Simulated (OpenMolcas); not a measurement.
Rh5+ in a point-charge field

Rh5+ among 8 point charges of -1.2 e arranged as a cube (Oh), 2.1 Å from the ion.
```
   1.2124    1.2124    1.2124  -1.20
   1.2124    1.2124   -1.2124  -1.20
   1.2124   -1.2124    1.2124  -1.20
   1.2124   -1.2124   -1.2124  -1.20
  -1.2124    1.2124    1.2124  -1.20
  -1.2124    1.2124   -1.2124  -1.20
  -1.2124   -1.2124    1.2124  -1.20
  -1.2124   -1.2124   -1.2124  -1.20
```

- Program: OpenMolcas 26.06
- Method: CASSCF
- Basis: ANO-RCC-VDZP [6s5p3d1f]
- Scalar Hamiltonian: DKH2, point nucleus
- Active space: 4 electrons in 5 orbitals (4d)
- State averaging: 2S+1 = 5 even, 5 roots; 2S+1 = 3 even, 45 roots; 2S+1 = 1 even, 50 roots
- Spin-orbit coupling: RASSI with atomic mean-field integrals over the reference wave functions

The lowest spin-free states (labels of O, the rotations of Oh), above the lowest:

```tsv
State	Degeneracy	E (cm-1)	Free-ion L (%)
5T2	3	0.0	D (100)
5E	2	2272	D (100)
3T1	3	20261	H (82)
3T2	3	21180	H (92)
3T1	3	22229	H (75)
3E	2	22977	H (97)
3T1	3	24560	P (69)
3T2	3	25037	F (50)
3T1	3	26028	F (53)
3A2	1	26326	F (100)
3T2	3	26746	G (55)
3E	2	27628	G (96)
3A1	1	28835	G (100)
1A1	1	28960	I (61)
3T1	3	29029	G (72)
1T1	3	30394	I (77)
1T2	3	31746	I (98)
1E	2	33245	I (54)
1A2	1	33672	I (100)
1T2	3	33860	I (91)
```

The lowest levels with spin-orbit coupling:

```
E (cm-1)  Degeneracy  Label  2S+1
     0.0           1     A1     5
   621.0           3     T1     5
    1399           3     T2     5
    2002           2      E     5
    2652           3     T1     5
    3328           3     T2     5
    4740           1     A2     5
    5172           3     T2     5
    5402           2      E     5
    5499           3     T1     5
    5595           1     A1     5
   19805           1     A1     3
   21567           3     T1     3
   21613           2      E     3
   22598           3     T2     3
   22765           3     T1     3
   23124           3     T2     3
   23348           1     A1     3
   23853           3     T1     3
   23864           1     A2     3
```

Powder χT (cm3 K/mol): 0.00385 at 2 K, 0.0192 at 10 K, 0.0961 at 50 K, 0.192 at 100 K, 0.39 at 200 K, 0.58 at 300 K. The effective moment at 300 K is 2.828 √(χT) = 2.15 μB.

The lowest level has 2S+1 = 5, for which the spin-only value is χT = S(S+1) / 2 = 3.000 cm3 K/mol (g = 2). The computed 0.580 at 300 K differs by -2.420, through orbital momentum, spin-orbit coupling and any other state in reach. With a threefold ground state the orbital momentum is unquenched, so the spin-only value is not expected to hold.

A least-squares ligand-field fit to the states below 45000 cm-1, each weighted by its degeneracy and with a free common offset, gives 10Dq = -2385 cm-1 (negative for this site), B = 1041 cm-1 and C = 4266 cm-1 (C/B = 4.10), with an rms deviation of 29 cm-1.

An orbital triplet at a regular site is open to Jahn-Teller coupling, which can distort the site and quench the lowest spin-orbit gaps and is left out. Without dynamic correlation the repulsion within the d shell is too large (B by tens of per cent), so at a given field states of lower spin stand too high. Point charges give a weaker field than real ligands, and real ions of this kind are as a rule low spin; the high spin found here belongs to the model. The ground term spreads over less than 5000 cm-1, several times less than with real ligands, so orbital moments are less quenched and χT lies further from the spin-only value than at real sites. This is an electrostatic model: the charges have no orbitals. No measured value stands beside these numbers.

The RASSCF and RASSI steps took 24 s on 1 thread of Arm Neoverse V1, with other jobs on the host; the integral step is not counted.
